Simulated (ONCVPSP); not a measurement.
# Varying the ONCV potential for K

Base potential:

| Quantity | Value |
| --- | --- |
| Element | K |
| Generator | ONCVPSP 4.0.1 |
| Type | optimised norm-conserving Vanderbilt (ONCV) |
| Functional | PBE |
| Relativity | scalar-relativistic |
| Frozen core | [Ne] |
| Valence charge | 9 |
| Reference configuration | 3s2 3p6 3d1 |
| Partial waves | 3s: rc 1.35 bohr, ncon 3, nbas 7, qcut 4.4 1/bohr, 2 projectors, debl 3.7 Ha; 3p: rc 1.50 bohr, ncon 4, nbas 7, qcut 5 1/bohr, 1 projector; 3d: rc 4.00 bohr, ncon 5, nbas 10, qcut 2.1 1/bohr, 2 projectors, debl 1.3 Ha; f scattering state at 0.13 Ha: rc 3.05 bohr, ncon 4, nbas 7, qcut 3.6 1/bohr, 2 projectors, debl 2.5 Ha |
| Local potential | polynomial inside 1.00 bohr (lpopt 2, dvloc0 4 Ha) |
| Core correction | Teter function, fcfact 3.5, rcfact 1.55 |

Cutoffs, loose and tight: the cutoffs (Ha) at which the residual kinetic energy of the hardest occupied pseudo-wave falls to 1 and 0.1 mHa per electron. They do not see the model core or the augmentation charge, which bear on the density cutoff. Test errors are all-electron minus pseudo excitation energies from the reference, over the configurations 3s2 3p6 3d0 4s1; 3s2 3p6 3d0; 3s2 3p6 3d0 4s0.5; 3s2 3p5 3d0 4s1. A dash means not determined; rows that change the core or the reference have their own tests. The largest error is taken over the tests solved by every variant that gives reliable tests at all: 3s2 3p6 3d0; 3s2 3p6 3d0 4s0.5; 3s2 3p6 3d0 4s1.

A true bound ghost makes a file unfit for plane-wave use even where its test errors are small: the radial tests pick states by their node count and pass the ghost by.

| change | outcome | cutoff, loose | cutoff, tight | bound ghosts | GHOST(+) flags above zero | largest test error (meV) |
| --- | --- | --- | --- | --- | --- | --- |
| base | generated | 68 Ha | 111 Ha | d, f | none | +14 |
| d: qcut 2.9 | generated | 68 Ha | 111 Ha | f | d | +9.1 |
| s: rc 1.08 | generated | – | – | d, f | none | +14 |
| reference 3s2 3p6 4s1; waves 3s+4s: rc 1.35 bohr, ncon 3, nbas 7, qcut 4.4 1/bohr, 2 projectors; d scattering state at 0.43 Ha: rc 4.00 bohr, ncon 5, nbas 10, qcut 2.1 1/bohr, 2 projectors, debl 1.3 Ha | generated | 68 Ha | 111 Ha | none | d, f | -34 |
| core [Ar], valence charge 1; reference 4s0.5 4p0.5; waves now 4s: rc 4.00 bohr, ncon 4, nbas 7, qcut 2 1/bohr, 2 projectors, debl 0.5 Ha; 4p: rc 3.70 bohr, ncon 3, nbas 6, qcut 2.2 1/bohr, 1 projector; d scattering state at 0.07 Ha: rc 3.80 bohr, ncon 3, nbas 7, qcut 2.3 1/bohr, 2 projectors, debl 0.6 Ha; f scattering state at 0.15 Ha: rc 3.50 bohr, ncon 5, nbas 9, qcut 3.7 1/bohr, 1 projector; local potential polynomial inside 2.25 bohr (lpopt 3, dvloc0 1 Ha) | generated | 1.3 Ha | 2.0 Ha | none | s | -7.9 |
| core correction Teter function, fcfact 2.25, rcfact 1.65 | generated | 68 Ha | 111 Ha | d, f | none | +14 |
| f: qcut 2.7 | generated | 68 Ha | 111 Ha | d | none | +14 |
